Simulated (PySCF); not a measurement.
**MLi for M along the fourth-period p block**

PBE0 with triple-zeta basis sets in PySCF, for the lowest determinant that a PBE0 search found; no spin–orbit coupling. De refers to high-spin ground-configuration atoms. A positive dipole means M(−)Li(+).

```json
{"M": "As", "basis": "pcseg-2", "state (unpaired electrons)": "triplet (π ↑↑)", "Re (Å)": "2.418", "ωe (cm⁻¹)": "443", "De (eV)": "1.69", "μ (D)": "6.67"}
{"M": "Se", "basis": "x2c-TZVPPall", "state (unpaired electrons)": "doublet (π ↑)", "Re (Å)": "2.271", "ωe (cm⁻¹)": "516", "De (eV)": "2.85", "μ (D)": "6.86"}
{"M": "Br", "basis": "x2c-TZVPPall", "state (unpaired electrons)": "singlet (closed shell)", "Re (Å)": "2.168", "ωe (cm⁻¹)": "567", "De (eV)": "4.22", "μ (D)": "7.04"}
```

The shortest bond is that of LiBr (2.168 Å), the longest that of LiAs (2.418 Å). LiBr is bound most strongly (4.22 eV) and LiAs least (1.69 eV).

The rows differ in basis set, which adds steps of its own.

The state changes along the series, so neighbouring rows are not always alike in their bonding.

States were picked by a PBE0 search and need not be the measured ground states.
